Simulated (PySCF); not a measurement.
**Mo (molybdenum, neutral) across methods**

[Kr] 4d6, high-spin 5D determinant (an excited configuration). Calculation: PySCF 2.14, in aug-cc-pVDZ-PP with ECP28MDF; a scalar-relativistic core potential.

```
method  E (hartree)  mean ε 4p β (eV)  mean ε 4d α (eV)  mean ε 4d β (eV)  Σ⟨r²⟩ (bohr²)   ⟨S²⟩
   LDA     -67.6067           -35.553            -3.429            -1.324          51.46  6.011
  BLYP     -67.7344           -35.376            -3.051            -1.309          51.90  6.016
r2SCAN     -67.7877           -35.873            -3.332            -1.102          50.90  6.032
  PBE0     -67.7566           -37.636            -4.358            -2.030          50.13  6.011
   PBE     -67.7796           -35.363            -3.233            -1.215          51.31  6.012
 HSE06     -67.7553           -37.238            -3.955            -1.662          50.19  6.010
PBEsol     -67.6614           -35.299            -3.244            -1.162          51.23  6.012
 B3LYP     -67.7882           -37.340            -4.094            -2.060          50.77  6.014
```

⟨L²⟩ = 7.05 against 6 for a pure D term, so this real determinant mixes terms. Energies and moments cover only the electrons outside the core potential.
